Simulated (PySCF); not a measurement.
GeOBr, SMILES [O]=[Ge][Br], multiplicity 2. Geometry optimised at PBE-D3(BJ)/def2-TZVP.

Task: Give the equilibrium geometry at PBE-D3(BJ)/def2-TZVP (PySCF confirms it by a frequency run) as bond lengths and angles, and its point group. (Estimate from the structure and the level; the computed values follow.)

Result: point group Cs.
Atoms: Ge1 O2 Br3. Bond lengths (Å): Ge1–O2 1.673, Ge1–Br3 2.368. Bond angles (°): O2–Ge1–Br3 122.1.
Charge 0, spin multiplicity 2.
